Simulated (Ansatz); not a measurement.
CH4CdO⁺, that is CdMe(OH) with one electron fewer. The state is a doublet with charge 1. Geometry r2SCAN-D4/def2-TZVP, that of the neutral singlet; atoms count from 1.

Cartesian coordinates in Å:
```
Cd 0.6127 0.1372 -0.3676
C -1.1983 -0.0272 0.6486
H -1.1626 -0.8721 1.3369
H -2.0114 -0.1796 -0.0617
H -1.3845 0.8858 1.2152
O 2.3028 0.4256 -1.3514
H 2.8412 -0.3697 -1.4201
```

In the def2 sets Cd takes a core potential; there is no spin–orbit coupling.

Problem. Estimate the Mulliken populations from the PBE0/def2-TZVP orbitals of Ansatz.

Solution. 
```csv
atom,charge (e),spin (α − β),d electrons
Cd1,0.92,-0.03,9.95
C2,-0.53,0.37,–
H3,0.21,0.00,–
H4,0.21,0.00,–
H5,0.21,0.01,–
O6,-0.39,0.67,–
H7,0.38,-0.02,–
```
Mulliken values and Mayer orders depend strongly on the basis.

Problem. Where does the spin sit?

Solution. Summed by element: Cd -0.03, C 0.37, H -0.01, O 0.67, of 1 unpaired in all. Largest on single atoms: O6 0.67, C2 0.37, Cd1 -0.03.

Problem. And the Mayer bond orders between bonded heavy atoms (over 0.3)?

Solution. Cd1–C2 0.72 (2.08 Å); Cd1–O6 0.70 (1.98 Å).
